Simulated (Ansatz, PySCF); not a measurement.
This Ansatz (a first-principles code) input computes a PBE/def2-TZVPD energy:

Ansatz 0.2 input:
```yaml
crystal:
  periodic: [false, false, false]
  atoms:
    - {symbol: Sn, position_ang: [0.00000000, 0.00000000, -0.00000000]}
    - {symbol: Br, position_ang: [-1.88078466, -1.49731053, 0.02154124]}
    - {symbol: Br, position_ang: [-0.35618931, 2.37756705, 0.00760909]}
    - {symbol: Br, position_ang: [2.23697396, -0.88025651, -0.02915033]}
basis:
  gaussian:
    orbitals: def2-TZVPD
hamiltonian:
  xc: {name: PBE}
total_charge: 1
output: {forces: true}
```

**Question.** Write an input for the same energy in PySCF and say what it gives.

**Answer.** 
```python
from pyscf import gto, scf, dft

mol = gto.M(
    atom='''
    Sn    0.00000000    0.00000000   -0.00000000
    Br   -1.88078466   -1.49731053    0.02154124
    Br   -0.35618931    2.37756705    0.00760909
    Br    2.23697396   -0.88025651   -0.02915033
    ''',
    basis='def2-tzvpd',
    ecp='def2-tzvp',
    charge=1,
    spin=0,
    verbose=4,
)

mf = dft.RKS(mol, xc='pbe').density_fit(auxbasis='def2-universal-jkfit')
mf.grids.level = 3
mf.conv_tol = 1e-9
mf.max_cycle = 100
mf.max_memory = 1500
mf.kernel()
if not mf.converged:
    mf = mf.newton()
    mf.kernel(mf.make_rdm1())
mf.analyze()
```
It gives -7935.44567 Eh, and Ansatz -7935.44560 Eh, a difference of 0.07 mEh, from the treatment of integrals and grids.
